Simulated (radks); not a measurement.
Results of a calculation; reference values are marked as such.
All-electron atom: Gd16+ in [Kr] 4d10 4f2. Level of theory: scalar-relativistic Kohn-Sham, r2SCAN, spin-polarised, spherical densities, finite nucleus; open shells are filled with parallel spins first (spin-orbit coupling, left out, can overturn this in heavy ions); meta-GGA in the generalised Kohn-Sham scheme; Fermi nuclear charge, rms radius 5.1569 fm (a radial shooting solver on a logarithmic mesh with Libxc functionals).

Unscreened Slater integrals over Kohn-Sham orbitals (eV). They are taken over the spin-up orbitals.

integral,value
"F0(4f,4f)",39.254
"F2(4f,4f)",20.145
"F4(4f,4f)",12.984
"F6(4f,4f)",9.4476
"F0(4f,4d)",39.887
"F2(4f,4d)",20.116
"F4(4f,4d)",13.117
"G1(4f,4d)",23.055
"G3(4f,4d)",15.048
"G5(4f,4d)",10.810
"F0(4f,4p)",40.881
"F2(4f,4p)",20.892
"G2(4f,4p)",18.226
"G4(4f,4p)",12.839
"F0(4f,4s)",41.774
"G3(4f,4s)",15.399
"F0(4d,4d)",40.957
"F2(4d,4d)",21.032
"F4(4d,4d)",14.197
"F0(4d,4p)",41.950
"F2(4d,4p)",21.707
"G1(4d,4p)",27.468
"G3(4d,4p)",17.354
"F0(4d,4s)",42.843
"G2(4d,4s)",21.515
"F0(4p,4p)",43.081
"F2(4p,4p)",22.682
"F0(4p,4s)",44.042
"G1(4p,4s)",30.019
"F0(4s,4s)",45.096

Derived for the open shells (J is the average intra-shell exchange parameter used in DFT+U). 4f: F4/F2 = 0.645, F6/F2 = 0.469, J = (286 F2 + 195 F4 + 250 F6)/6435 = 1.656 eV.
